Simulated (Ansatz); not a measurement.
One change: `[Br][SnH]([Br])[Br]` becomes `BrC(Br)Br`.

Ansatz, PBE0-D4/def2-TZVP geometries, multiplicity 1. 

Elements past krypton have def2 core potentials. Scalar relativity is left out up to krypton.

```tsv
property	`[Br][SnH]([Br])[Br]`
LUMO energy (B3LYP/def2-TZVPP) / eV	-2.89
HOMO–LUMO gap (ωB97M-V/def2-TZVPP) / eV	10.21
HOMO–LUMO gap (B3LYP/def2-TZVPP) / eV	5.51
size of the dipole moment (B3LYP/def2-TZVPP) / D	1.57
LUMO energy (PBE0/def2-TZVPP) / eV	-2.60
HOMO energy (PBE/def2-TZVPP) / eV	-7.39
```

**Question.** Give the same properties after the change, and the shifts. (Best estimate.)

**Answer.** Computed: 
```
                                        property  `BrC(Br)Br`  shift
             LUMO energy (B3LYP/def2-TZVPP) / eV        -2.05   0.84
         HOMO–LUMO gap (ωB97M-V/def2-TZVPP) / eV        10.63   0.42
           HOMO–LUMO gap (B3LYP/def2-TZVPP) / eV         5.80   0.29
size of the dipole moment (B3LYP/def2-TZVPP) / D         0.89  -0.68
              LUMO energy (PBE0/def2-TZVPP) / eV        -1.80   0.80
               HOMO energy (PBE/def2-TZVPP) / eV        -6.83   0.56
```

With PBE0 the HOMO rises by 0.56 eV and the LUMO rises by 0.80 eV, so the gap widens by about 0.24 eV. PBE moves the HOMO by 0.56 eV and ωB97M-V by 0.57 eV. Dipoles are sizes alone; their direction can turn.

B3LYP here is the variant with VWN-RPA as its local correlation; programs differ in this.

Spin–orbit coupling is left out; it splits and shifts lone-pair levels of the heavy atoms by tenths of an eV.
